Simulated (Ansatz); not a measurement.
H₂Si, charge +1, doublet, at a GFN2-xTB geometry (a state made from the parent by changing its charge; the spin is typed, not shown lowest); PBE/6-31G** in Ansatz (a program for electronic structure).

Here is a job for Ansatz.
Ansatz 0.2 input:
```yaml
crystal:
  periodic: [false, false, false]
  atoms:
    - {symbol: Si, position_ang: [-0.00145387, 0.07386784, 0.00432301]}
    - {symbol: H, position_ang: [-1.33576333, -0.54636664, 0.01759822]}
    - {symbol: H, position_ang: [1.35611754, -0.48778307, -0.07812031]}
basis:
  gaussian:
    orbitals: 6-31G__.json
hamiltonian:
  xc: pbe
total_charge: 1
magnetization: {spin_polarized: true, initial_magnetization: 1}
```
The basis file holds 6-31G** in the JSON format of the Basis Set Exchange.

Q: What does Ansatz print? Leave out banner, timings and long lists.

A: 
```
Functional definition: PBE
314 factors; their error is unknown
mean field evaluation 1: about -7893.5329 eV, gradient 8.3e0 eV
mean field evaluation 2: about -7894.0185 eV, gradient 3.1e0 eV
mean field evaluation 4: about -7894.1022 eV, gradient 8.0e-2 eV
mean field evaluation 8: about -7894.0683 eV, gradient 5.1e-4 eV
mean field -7894.06826441 eV, -290.1016579254 hartree, gradient 5.6e-6 eV, S^2 0.750854; 0 other end points of the search recorded, 0 dependent functions left out
reference -7894.06829448 eV, -290.1016590304 hartree; 8, 7 occupied and 21, 22 virtual orbitals, 314 factors
Total energy: -7894.06829448 eV, -290.1016590304 hartree
```
